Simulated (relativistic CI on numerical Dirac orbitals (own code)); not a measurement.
Radial Dirac CI calculation of Ta47+: levels, rates and radial parameters.

Command:

```sh
python run_levels.py task.json out
```

Input:

```
atom Ta  Z=73  charge=47  electrons=26
nucleus A=181  rms_radius_fm=5.3507
hamiltonian dirac-coulomb  breit=on  qed=on  c_scale=1
orbitals kli  potential=per-configuration
slater_scale 1
correlation none
mixing on
configurations
  [Ar] 3d8
  [Ne] 3s2 3p5 3d9
  [Ne] 3s2 3p4 3d10
  [Ne] 3s 3p6 3d9
  [Ne] 3p6 3d10
  [Ne] 3s 3p5 3d10
  [Ar] 3d7 4s
  [Ar] 3d7 4p
  [Ne] 3s2 3p4 3d9 4s
  [Ar] 3d7 4d
  [Ne] 3s2 3p4 3d9 4p
  [Ne] 3s2 3p5 3d8 4s
  [Ar] 3d7 4f
  [Ne] 3s2 3p4 3d9 4d
  [Ne] 3s 3p5 3d9 4s
  [Ne] 3s2 3p5 3d8 4p
  [Ne] 3s 3p5 3d9 4p
  [Ar] 3d6 4s2
  [Ne] 3s2 3p5 3d8 4d
  [Ne] 3s 3p5 3d9 4d
  [Ne] 3s 3p6 3d8 4s
  [Ne] 3p6 3d9 4s
  [Ar] 3d6 4s 4p
  [Ne] 3s2 3p5 3d8 4f
  [Ar] 3d7 5s
  [Ne] 3p6 3d9 4p
  [Ne] 3s 3p6 3d8 4p
  [Ar] 3d6 4p2
  [Ar] 3d6 4s 4d
  [Ar] 3d7 5p
  [Ne] 3s2 3p5 3d7 4s2
  [Ar] 3d7 5d
  [Ne] 3p6 3d9 4d
  [Ne] 3s 3p6 3d8 4d
  [Ar] 3d7 5f
  [Ne] 3s 3p6 3d8 4f
  [Ne] 3s 3p6 3d7 4s2
  [Ne] 3s2 3p5 3d8 5s
  [Ar] 3d7 6s
  [Ne] 3s2 3p4 3d8 4s2
end
```

Hardware: one thread of Neoverse-V1, on a shared host. Rates were computed among at most 200 levels.

(1) How large is the problem, and how long does it take?

Answers

(1) 5328 determinants at the lowest M give 5328 levels; 287 SCF iterations in all; about 5.3 s of CPU and 0.22 GiB at the peak.
